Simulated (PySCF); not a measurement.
**Electron correlation in Se⁺ (selenium, charge +1)**

[Ar] 3d10 4s2 4p3, high-spin 4S determinant. Computed with PySCF 2.14 in x2c-TZVPPall (6s5p4d1f, 48 functions), with the spin-free X2C one-electron Hamiltonian (Gaussian nucleus). Frozen: [Ne]; 23 electrons correlated.

```json
{"level": "CCSD", "correlation energy (mhartree)": "-265.98"}
{"level": "(T)", "correlation energy (mhartree)": "-7.12"}
{"level": "CCSD(T)", "correlation energy (mhartree)": "-273.10"}
```

Diagnostics: T1 = 0.0039, D1 = 0.0083, largest double amplitude 0.048.

Is a single reference adequate?

Yes, within this model without spin-orbit coupling: T1 lies below 0.03 and no double amplitude reaches 0.07.

This basis was not built for core-valence correlation, so the inner-shell part is incomplete.
